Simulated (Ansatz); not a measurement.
The same path of CH₇BFGeNO (13 atoms, charge 0, multiplicity 1) was run twice with different band settings. The coordinate that changes most is the height of N3 over the plane of its neighbours.

Method: Ansatz 0.2.0, RKS PBE0/def2-SVP.

Relaxed end points:

```xyz
13
Properties=species:S:1:pos:R:3
C -1.162 -1.505 0.679
Ge 0.024 -0.312 -0.288
N 1.728 -0.585 0.288
F -0.126 -0.843 -1.975
B -0.381 1.724 -0.336
O 0.682 2.550 -0.327
H -0.844 -2.549 0.539
H -2.191 -1.405 0.304
H -1.151 -1.276 1.755
H 2.425 0.044 -0.102
H 2.078 -1.538 0.259
H -1.508 2.176 -0.398
H 0.446 3.484 -0.382
```

```xyz
13
Properties=species:S:1:pos:R:3
C -0.886 -1.432 0.798
Ge 0.152 -0.282 -0.368
N 1.922 -0.578 -0.048
F -0.239 -0.831 -2.009
B -0.218 1.759 -0.368
O -1.307 2.200 0.289
H -0.605 -2.485 0.648
H -1.957 -1.321 0.579
H -0.712 -1.165 1.851
H 2.570 -0.052 -0.628
H 2.220 -1.549 -0.016
H 0.507 2.544 -0.949
H -1.427 3.156 0.235
```

Common settings: climbing image yes; spring 5.0 eV/Å²; optimiser quadratic models (default); start path IDPP; force threshold 0.05 eV/Å; end points relaxed.

| run | movable images | iteration limit |
| --- | --- | --- |
| 1 | 5 | 50 |
| 2 | 2 | 60 |

Problem. What does each run give, and how far can it be trusted?

Solution. Run 1: converged after 5 iterations, highest image 0.045 eV above the first end. A vibrational analysis at the climbing image gives one clearly imaginary mode, 58i cm⁻¹: a first-order saddle point.
Run 2: converged after 5 iterations, highest image 0.044 eV above the first end. Another band between the same ends (5 images) ends at a top of the same energy, where a vibrational analysis finds 1 clearly imaginary mode. So few images can step over the top or miss a turn of the path.
